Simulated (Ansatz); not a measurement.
Ansatz results at the PBE0-D4/def2-TZVP geometry: HOMO energy (B3LYP/def2-TZVPP) -6.60 eV; HOMO energy (PBE0/def2-TZVPP) -6.84 eV; HOMO energy (ωB97M-V/def2-TZVPP) -8.96 eV.

Each molecule was computed in one conformer, which needn't be the lowest.

Q: Which molecule gave them?
A. `F[CH2][SnH2][F]`
B. `C[O][AlH][SeH]`
C. `C[Se][AlH][OH]`
D. `CS[SiH](N)Cl`

A: C. The others give `F[CH2][SnH2][F]`: -8.22, -8.43, -10.64; `CS[SiH](N)Cl`: -6.89, -7.14, -9.33; `C[O][AlH][SeH]`: -7.06, -7.31, -9.45.

B3LYP here is the variant with VWN-RPA as its local correlation; programs differ in this.
